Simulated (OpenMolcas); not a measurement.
An atom or ion with 16 electrons was computed by SS-CASPT2, IPEA 0.25 Eh, imaginary shift 0.1 Eh with spin-orbit coupling (OpenMolcas, ANO-RCC-VQZP, DKH2). The lowest levels that the run gave, each within 12 % of the measured value where one is at hand:

```json
{"J": "2", "Parity": "even", "E (cm-1)": "0.0", "g": "1.501"}
{"J": "1", "Parity": "even", "E (cm-1)": "373", "g": "1.501"}
{"J": "0", "Parity": "even", "E (cm-1)": "543", "g": ""}
{"J": "2", "Parity": "even", "E (cm-1)": "9200", "g": "1.000"}
{"J": "0", "Parity": "even", "E (cm-1)": "21710", "g": ""}
```

Problem. Which ion is it, and what are the configurations and terms?

Solution. neutral sulfur (Z = 16, neutral; active space 6 electrons in 4 orbitals (3s 3p)). J, parity and g give the terms where levels are pure, and mixed ones are named by the computed weights; the size of the splittings, set against known spectra of the 16-electron sequence, gives the charge. In order, with the measured energies in cm-1 (NIST Handbook of Basic Atomic Spectroscopic Data): 3s2 3p4 3P2, 3s2 3p4 3P1 (396), 3s2 3p4 3P0 (574), 3s2 3p4 1D2 (9239), 3s2 3p4 1S0 (22180).

CASPT2 breaks the degeneracy within a term, and the mean is taken; among the terms shown or strongly mixed into the levels shown the widest spread is 130 cm-1 (3s2 3p4 1D). No level of 3s 3p5 was computed, though it lies in the active space. Measured partners are found by configuration, term and J. A level has none where our copy of the source lacks it or the pairing is in doubt (some pairs that miss far off the trend of their configuration count as doubtful), and it then counts in no deviation. Only configurations of the active space appear.
